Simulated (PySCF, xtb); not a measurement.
CsI, SMILES [I][Cs] (connectivity only; charge and spin as stated), charge +1, multiplicity 2.

Harmonic wavenumbers (cm⁻¹) from xtb with GFN2-xTB at its own minimum, in rising order: 52.

Problem. What does B3LYP-D3(BJ)/def2-TZVPD run with PySCF 2.14.0 give at its own minimum? (The exact figures need the calculation; the answer reports its results.)

Solution. 34. Paired by order, the mean absolute difference is 18 cm⁻¹ and the zero-point energies are 0.1 and 0.0 kcal/mol.
